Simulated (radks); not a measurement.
The praseodymium ion Pr44+, configuration [Ne] 3s2 3p3. Method: Dirac Kohn-Sham, BLYP, spin-unpolarised, spherical densities, finite nucleus; open shells are shared between the two j in proportion to 2j + 1; Fermi nuclear charge, rms radius 4.8919 fm; computed with a radial shooting solver on a logarithmic mesh with Libxc functionals.

Unscreened Slater integrals over Kohn-Sham orbitals (hartree). Large and small components are both included. Empty in this configuration: 3d3/2.

\begin{tabular}{lr}
integral & value \\ \hline
F0(3p3/2,3p3/2) & 3.7068 \\
F2(3p3/2,3p3/2) & 1.8538 \\
F0(3p3/2,3p1/2) & 3.7778 \\
G2(3p3/2,3p1/2) & 1.8640 \\
F0(3p3/2,3s1/2) & 3.6683 \\
G1(3p3/2,3s1/2) & 2.3671 \\
F0(3p3/2,2p3/2) & 4.8991 \\
F2(3p3/2,2p3/2) & 1.2775 \\
G0(3p3/2,2p3/2) & 0.50951 \\
G2(3p3/2,2p3/2) & 0.56180 \\
F0(3p3/2,3d3/2) & 3.9274 \\
F2(3p3/2,3d3/2) & 1.8618 \\
G1(3p3/2,3d3/2) & 1.8944 \\
G3(3p3/2,3d3/2) & 1.2886 \\
F0(3p1/2,3p1/2) & 3.8551 \\
F0(3p1/2,3s1/2) & 3.7355 \\
G1(3p1/2,3s1/2) & 2.3501 \\
F0(3p1/2,2p3/2) & 5.0623 \\
G2(3p1/2,2p3/2) & 0.55485 \\
F0(3p1/2,3d3/2) & 4.0180 \\
G1(3p1/2,3d3/2) & 2.0565 \\
F0(3s1/2,3s1/2) & 3.6399 \\
F0(3s1/2,2p3/2) & 4.7607 \\
G1(3s1/2,2p3/2) & 0.49016 \\
F0(3s1/2,3d3/2) & 3.8849 \\
G2(3s1/2,3d3/2) & 1.4608 \\
F0(2p3/2,2p3/2) & 10.016 \\
F2(2p3/2,2p3/2) & 4.7771 \\
F0(2p3/2,3d3/2) & 5.4235 \\
F2(2p3/2,3d3/2) & 1.7395 \\
G1(2p3/2,3d3/2) & 1.6198 \\
G3(2p3/2,3d3/2) & 0.93640 \\
F0(3d3/2,3d3/2) & 4.3105 \\
F2(3d3/2,3d3/2) & 2.2316 \\
\end{tabular}
